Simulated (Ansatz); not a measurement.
Computed with Ansatz.

Br2FHSi (`F[SiH](Br)Br`). Total charge 0; spin multiplicity 1. All single points use the PBE0-D4/def2-TZVP geometry.

```xyz
5

F     0.159   -0.066   -1.634
Si    0.137    0.000   -0.053
Br   -0.942    1.810    0.546
Br   -0.874   -1.792    0.699
H     1.520    0.048    0.442
```

What is the dipole moment at B3LYP/def2-TZVPP? (An estimate is asked.)

The calculation gave: 0.96 D, with components (0.65, 0.04, 0.71) D in this frame, pointing from negative to positive charge.

And with PBE, r2SCAN, ωB97M-V? (Best estimate.)

The calculation gave: PBE 0.87 D, r2SCAN 0.91 D, ωB97M-V 0.95 D.

Give the Mulliken charges with B3LYP, ωB97M-V, r2SCAN in def2-TZVPP. (Best estimate.)

The calculation gave: 
| atom | B3LYP | ωB97M-V | r2SCAN |
| --- | --- | --- | --- |
| F1 | -0.28 | -0.27 | -0.28 |
| Si2 | 0.65 | 0.56 | 0.67 |
| Br3 | -0.16 | -0.14 | -0.17 |
| Br4 | -0.16 | -0.14 | -0.17 |
| H5 | -0.04 | 0.00 | -0.05 |

B3LYP here is the variant with VWN-RPA as its local correlation; programs differ in this.
